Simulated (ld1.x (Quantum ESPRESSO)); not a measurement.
# An all-electron radial function and its pseudo partner (S)

Columns: radius, all-electron u(r) and pseudo u(r) of the 3s shell (level -17.14 eV) of sulfur in the configuration [Ne] 3s2 3p4; PBE, non-relativistic, RRKJ scheme, ld1.x (Quantum ESPRESSO) 7.5.

```csv
r (bohr),all-electron,pseudo
0.070,0.1945,0.0579
0.140,-0.0390,0.1121
0.210,-0.2665,0.1596
0.280,-0.3868,0.1981
0.350,-0.4011,0.2270
0.420,-0.3376,0.2482
0.490,-0.2256,0.2656
0.560,-0.0886,0.2843
0.630,0.0563,0.3099
0.700,0.1978,0.3476
0.770,0.3288,0.4011
0.840,0.4454,0.4707
0.910,0.5458,0.5508
0.980,0.6300,0.6303
1.050,0.6984,0.6984
1.120,0.7519,0.7519
1.190,0.7914,0.7914
1.260,0.8184,0.8184
1.330,0.8343,0.8343
1.400,0.8406,0.8406
1.470,0.8387,0.8387
1.540,0.8299,0.8299
1.610,0.8155,0.8155
1.680,0.7965,0.7965
1.750,0.7738,0.7738
1.820,0.7484,0.7484
```

(1) How many radial nodes do the two functions have?

(2) At about which radius was the pseudo-wave matched?

(3) Is the pseudo-wave norm-conserving?

Results:

(1) The all-electron 3s function has n − l − 1 = 2; the pseudo-wave has 0, since the states of the same l below it are removed with the core.

(2) 1.05 bohr, where the columns begin to agree (steps of 0.07 bohr).

(3) Yes: the RRKJ scheme keeps the norm inside the radius equal to the all-electron one, which fixes the energy derivative of the logarithmic derivative at the level.
